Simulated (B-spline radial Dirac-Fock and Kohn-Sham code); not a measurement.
**Auger parameter of phosphorus: the K level and its strongest K-LL line**

The computed values come from a radial finite-basis atomic code: relaxed Dirac-Fock hole states (ΔSCF) with Breit and QED corrections and a finite nucleus. The modified Auger parameter α′ is the binding energy plus the kinetic energy of the Auger electron; it does not depend on the energy zero. For free ions it tends to fall with charge, since less charge screens the final holes.

| species | configuration | binding 1s (eV) | Auger line | kinetic (eV) | α′ (eV) |
| --- | --- | --- | --- | --- | --- |
| P⁺ | [Ne] 3s2 3p2 | 2165.3 | L2L3 J=2 | 1823.2 | 3988.6 |
| P⁺ (Watson 1.8 Å) | [Ne] 3s2 3p2 | 2157.6 | L2L3 J=2 | 1831.2 | 3988.8 |
| P²⁺ | [Ne] 3s2 3p1 | 2180.3 | L2L3 J=2 | 1807.4 | 3987.7 |
| P²⁺ (Watson 2 Å) | [Ne] 3s2 3p1 | 2166.0 | L2L3 J=2 | 1821.8 | 3987.8 |
| P³⁺ | [Ne] 3s2 | 2197.5 | L2L3 J=2 | 1790.3 | 3987.8 |
| P³⁺ (Watson 2 Å) | [Ne] 3s2 | 2175.9 | L2L3 J=2 | 1811.9 | 3987.8 |
| P⁵⁺ | [He] 2s2 2p6 | 2238.5 | L2L3 J=2 | 1750.9 | 3989.5 |
| P⁵⁺ (Watson 2.4 Å) | [He] 2s2 2p6 | 2208.5 | L2L3 J=2 | 1780.9 | 3989.5 |
